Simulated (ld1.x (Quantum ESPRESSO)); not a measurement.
# Which change was made? (Xe, TM)

| Quantity | Value |
| --- | --- |
| Element | Xe |
| Generator | ld1.x (Quantum ESPRESSO) 7.5 |
| Type | norm-conserving Troullier–Martins (Kleinman–Bylander form) |
| Functional | PBE |
| Relativity | scalar-relativistic |
| Frozen core | [Kr] |
| Valence charge | 18 |
| Reference configuration | 4d10 5s2 5p5 (charge +1) |
| Partial waves | 5p (bound): rc 1.65 bohr; 4d (bound): rc 1.20 bohr; 5s (bound): rc 1.60 bohr |
| Local potential | the s channel |
| Core correction | a·sin(br)/r model core, default radius (core density twice the valence density) |

Cutoffs, loose and tight: the cutoffs (Ry, on a coarse ladder) from which the occupation-weighted sum of valence levels, in a spherical-Bessel basis at the reference potential, stays within 10 and 1 mRy of its value at 400 Ry. They do not see the model core or the augmentation charge, which bear on the density cutoff. Test errors are all-electron minus pseudo excitation energies from the reference, over the configurations 4d10 5s2 5p6; 4d10 5s2 5p4; 4d10 5s2 5p3; 4d10 5s1 5p6; 4d9 5s2 5p6; 4d10 5s2 5p5.5; 4d10 5s2 5p2; variants that change the core or the reference have their own tests. The largest error is taken over the tests solved by every variant that gives reliable tests at all, those not shown here included: 4d10 5s1 5p6; 4d10 5s2 5p2; 4d10 5s2 5p3; 4d10 5s2 5p4; 4d10 5s2 5p5.5; 4d10 5s2 5p6.

The base gives: outcome: generated; cutoff, loose: 140 Ry; cutoff, tight: 200 Ry; bound ghosts: none; largest test error (meV): +20.

After one change the result is: outcome: generated; cutoff, loose: 140 Ry; cutoff, tight: 230 Ry; bound ghosts: p; largest test error (meV): +18. Which change was it?
A. all radii but the core radius scaled by about 0.87 (s 1.40, p 1.44, d 1.04 bohr)
B. all radii but the core radius scaled by about 1.40 (s 2.24, p 2.30, d 1.68 bohr)
C. all radii but the core radius scaled by about 0.76 (s 1.22, p 1.26, d 0.92 bohr)
D. all radii but the core radius scaled by about 1.03 (s 1.66, p 1.70, d 1.24 bohr)

A. The others give: all radii but the core radius scaled by about 1.40 (s 2.24, p 2.30, d 1.68 bohr) → outcome: generated; cutoff, loose: 100 Ry; cutoff, tight: 160 Ry; bound ghosts: none; largest test error (meV): +49 | all radii but the core radius scaled by about 1.03 (s 1.66, p 1.70, d 1.24 bohr) → outcome: generated; cutoff, loose: 120 Ry; cutoff, tight: 200 Ry; bound ghosts: none; largest test error (meV): +19 | all radii but the core radius scaled by about 0.76 (s 1.22, p 1.26, d 0.92 bohr) → outcome: generated; cutoff, loose: 200 Ry; cutoff, tight: 300 Ry; bound ghosts: p; largest test error (meV): -14.
